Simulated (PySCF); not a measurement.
PySCF input for 5-ethenylidene-2H-furan (C6H6O), SMILES C=C=C1C=CCO1, SMD-B3LYP/def2-SVP. Geometry: PBE-D3(BJ)/def2-SVP. The values are those of a single conformer.

```python
import numpy as np
from pyscf import gto, scf, dft
from pyscf.solvent import smd

mol = gto.M(
    atom='''
    C     0.01958320   -2.96950476   -0.00000000
    C     0.02339254   -1.65429377   -0.00000000
    C    -0.02013611   -0.32134898   -0.00000000
    C    -1.20283130    0.54195070   -0.00000000
    C    -0.79031965    1.82975374   -0.00000000
    C     0.71029996    1.85292990    0.00000000
    O     1.11204149    0.47742802    0.00000000
    H     0.02099784   -3.55829317   -0.93848282
    H     0.02099783   -3.55829317    0.93848282
    H    -2.23195759    0.16350170    0.00000001
    H    -1.42117125    2.72855391   -0.00000000
    H     1.13743472    2.36409280    0.89675073
    H     1.13743471    2.36409280   -0.89675074
    ''',
    basis='def2-SVP',
    charge=0,
    spin=0,
    max_memory=1600,
    verbose=3,
)
mf = dft.RKS(mol, xc='b3lyp').density_fit(auxbasis='def2-universal-jkfit')
mf.grids.level = 3
mf.conv_tol = 1e-9
mf.max_cycle = 100
mf.kernel()
res = {}
for name in ['water', 'acetonitrile', 'benzene']:
    s = mf.SMD()
    s.with_solvent.solvent, s.with_solvent.sasa_ng = name, 194
    s.kernel(mf.make_rdm1())
    res[name] = (s.e_tot, s.with_solvent.get_cds(), s.dip_moment(), s.mo_energy, s.converged)
    print(f'SMD {name}: dG(solv) = {(s.e_tot - mf.e_tot) * 627.509474:.3f} kcal/mol, of which CDS {res[name][1] * 627.509474:.3f}')
```

Output:

```
converged SCF energy = -307.152557950856
converged SCF energy = -307.1555103639
Dipole moment(X, Y, Z, Debye): -1.73926,  2.15668,  0.00000
SMD water: dG(solv) = -1.853 kcal/mol, of which CDS 4.183
converged SCF energy = -307.161328258534
Dipole moment(X, Y, Z, Debye): -1.60121,  2.17619,  0.00000
SMD acetonitrile: dG(solv) = -5.503 kcal/mol, of which CDS -0.666
converged SCF energy = -307.160033728136
Dipole moment(X, Y, Z, Debye): -1.44327,  1.73476,  0.00000
SMD benzene: dG(solv) = -4.691 kcal/mol, of which CDS -2.620
```

Self-consistency was reached.

Cost: around 100 core-seconds (rough).
